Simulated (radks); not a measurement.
Results of a calculation; reference values are marked as such.
Problem. Nd II, 59 electrons, occupied as [Xe] 4f4.5 5d0.5 (fractional occupations, a model configuration). Code: a radial shooting solver on a logarithmic mesh with Libxc functionals. Model: Dirac Kohn-Sham, PBE, spin-unpolarised, spherical densities, finite nucleus; open shells are shared between the two j in proportion to 2j + 1; Fermi nuclear charge, rms radius 4.9123 fm. Some entries of the table are withheld. Estimate them.

orbital     occ.  eigenvalue (eV)  r(max) (bohr)  <1/r> (bohr^-1)
1s1/2          2        -43359.55        0.01510            66.05
2s1/2          2        -7011.657        0.08565            15.63
2p1/2          2        -6633.874        0.06508            15.62
2p3/2          4        -6113.795        0.07053            14.03
3s1/2          2        -1522.367         0.2439            5.664
3p1/2          2        -1360.973         0.2308            5.578
3p3/2          4        -1257.141         0.2425            5.182
3d3/2          4        -976.0245         0.1941            5.052
3d5/2          6        -953.5782         0.1974            4.952
4s1/2          2        -304.1027         0.5656            2.351
4p1/2          2        -243.2039         0.5731            2.245
4p3/2          4        -220.7311         0.5982            2.113
4d3/2          4        -120.6738         0.6144            1.892
4d5/2          6        -116.7100         0.6227            1.859
5s1/2          2         -43.2951          1.327           0.8927
5p1/2          2         -27.3509          1.461           0.7776
5p3/2          4         -24.4463          1.536           0.7299
5d3/2        0.2          -5.8005            (1)           0.4210
5d5/2        0.3          -5.6330            (2)           0.4104
4f5/2    1.92857          -4.3199            (3)            1.203
4f7/2    2.57143          -3.9443            (4)            1.180

Solution. 
(1) 5d3/2 r(max) (bohr): 2.263
(2) 5d5/2 r(max) (bohr): 2.317
(3) 4f5/2 r(max) (bohr): 0.6644
(4) 4f7/2 r(max) (bohr): 0.6699
